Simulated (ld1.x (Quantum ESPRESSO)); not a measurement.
## Plane-wave convergence, PAW potential for Cu (Z = 29)

ld1.x (Quantum ESPRESSO) 7.5 input, shortened:

```
&input
   title='Cu', zed=29., rel=1, dft='PBE', iswitch=3,
   config='[Ar] 3d10 4s0.75 4p0.25'
 /
 &inputp
   pseudotype=3, lpaw=.true., tm=.true., lloc=-1, rcloc=1.90,
   nlcc=.true., rcore=1.30,
   which_augfun='BESSEL', rmatch_augfun=0.85
 /
6
4S  1  0   0.75   0.00  1.65  2.25  0.0
4S  1  0   0.00   0.05  1.65  2.25  0.0
3P  2  1   6.00   0.00  1.15  1.35  0.0
4P  3  1   0.25   0.00  1.15  1.35  0.0
3D  3  2  10.00   0.00  1.10  1.25  0.0
3D  3  2   0.00   3.85  1.10  1.25  0.0
 &test
   configts(1)='3p6 3d10 4s0.75 4p0.25'
 /
```

The pseudo-atom Hamiltonian at the reference potential is diagonalised in spherical Bessel functions j_l(qr) that vanish at 20 bohr, with q² up to the cutoff. All-electron valence levels (Ry): 4s -0.3704, 3p -5.3469, 4p -0.0751, 3d -0.4144.

**Question.** How do the lowest levels (Ry) of each channel move with the cutoff, and are there ghosts?

**Answer.**

```
cutoff (Ry)     s #1     p #1     p #2    p #3     d #1    f #1  Σ f·Δε (mRy)
          8  -0.3704  -3.4350  -0.0345  0.0534   0.0391  0.0900       16016.1
         18  -0.3704  -5.0706  -0.0514  0.0420   0.0360  0.0900        6167.8
         40  -0.3704  -5.3428  -0.0604  0.0375  -0.3635  0.0900         537.5
         60  -0.3704  -5.3461  -0.0717  0.0328  -0.4113  0.0900          36.0
        110  -0.3704  -5.3468  -0.0750  0.0316  -0.4142  0.0900           1.9
        180  -0.3704  -5.3469  -0.0751  0.0316  -0.4144  0.0900           0.2
        400  -0.3704  -5.3469  -0.0751  0.0316  -0.4144  0.0900           0.0
```

Result: no extra level below or beside the all-electron valence levels (s, p, d, f tested); 10 mRy is reached at 80 Ry and 1 mRy at 140 Ry.

Test run stopped at test 4 of 7 (negative rho), 1 before it not solved.
